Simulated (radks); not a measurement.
The numbers below are computed, except where a source is named.
Tm XXVII, configuration [Kr] 4d7.

Level of theory: scalar-relativistic Kohn-Sham, exchange-only LDA, spin-polarised, spherical densities, point nucleus; open shells are filled with parallel spins first (spin-orbit coupling, left out, can overturn this in heavy ions) (a radial shooting solver on a logarithmic mesh with Libxc functionals).

Energy parts (hartree):
| part | energy |
|---|---|
| total | -13244.1488 |
| kinetic | 14427.0406 |
| electron-nucleus | -31137.8104 |
| Hartree | 3703.9541 |
| exchange | -237.3331 |

Orbitals (lengths in bohr, moments of r in powers of bohr; <r^-3> diverges for s and p1/2; r(max) is where P^2 peaks):
orbital  occ.  eigenvalue (hartree)   r(max)  <r^-3>
1s up       1             -2208.723  0.01262       -
1s down     1             -2208.719  0.01262       -
2s up       1             -399.3201  0.07195       -
2s down     1             -399.2248  0.07195       -
2p up       3             -356.4063  0.05857   15110
2p down     3             -356.3272  0.05856   15110
3s up       1             -114.3267   0.2031       -
3s down     1             -114.2610   0.2031       -
3p up       3             -101.3306   0.2000    3308
3p down     3             -101.2611   0.2000    3310
3d up       5             -85.36904   0.1628   436.9
3d down     5             -85.28104   0.1629   436.9
4s up       1             -45.26769   0.4493       -
4s down     1             -45.03429   0.4491       -
4p up       3             -40.64623   0.4642   920.7
4p down     3             -40.41584   0.4641   919.1
4d up       5             -34.63914   0.4649   114.1
4d down     2             -34.41036   0.4649   113.9

The highest occupied level is 4d down at -936.35 eV. For comparison, the ionisation energy in NIST's Atomic Spectra Database is 958 eV (theoretical). In exact Kohn-Sham theory the highest level is minus the ionisation energy, but local and semilocal functionals leave it too shallow, through self-interaction and a potential that decays too fast; potentials with the right tail come closer. Summed over all electrons, <r^2> = 4.985 bohr^2, which gives a Langevin (diamagnetic) susceptibility term of -3.95 x 10^-6 cm^3/mol.
